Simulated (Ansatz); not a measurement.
Reaction (formal exchange of groups at the Se–Si bond): `O[SiH](F)[SeH]` + `[Cl][InH][Cl]` → `[Cl][In]([Cl])[SeH]` + `O[SiH2]F`

Computed with Ansatz on PBE0-D4/def2-TZVP structures; ΔE is electronic, products minus reactants. CCSD(T)/CBS is the MP2 limit (def2-TZVPP, def2-QZVPP) plus CCSD(T) − MP2 in def2-TZVPP, frozen cores. Elements past krypton have def2 core potentials. For In, Se outer-core shells are correlated without core-valence functions, which leaves a few kJ/mol of doubt a bond. Scalar relativity is left out up to krypton. One conformer a species, not always the lowest.

```json
{"species": "`O[SiH](F)[SeH]`", "HF/def2-SVP energy (Eh)": "-2864.43279"}
{"species": "`[Cl][InH][Cl]`", "HF/def2-SVP energy (Eh)": "-1108.59945"}
{"species": "`[Cl][In]([Cl])[SeH]`", "HF/def2-SVP energy (Eh)": "-3508.20039"}
{"species": "`O[SiH2]F`", "HF/def2-SVP energy (Eh)": "-464.85107"}
```

Q: Work out ΔE.

A: ΔE = (-3508.20039) + (-464.85107) − (-2864.43279) − (-1108.59945) = -0.01922 Eh = -50.5 kJ/mol. CCSD(T)/CBS gives -40.2 kJ/mol.

Largest T1 diagnostic among the species: 0.013.

Leaving LDA and LC-ωPBE aside and taking each functional with its dispersion term where it has one, the values, not all of them listed here, spread over 16.0 kJ/mol, from B2PLYP to B97M-V. LDA lies +9.3 kJ/mol from PBE without D4. At CCSD(T), def2-SVP lies −10.5 kJ/mol from the extrapolated value and def2-TZVPP +0.9 kJ/mol.
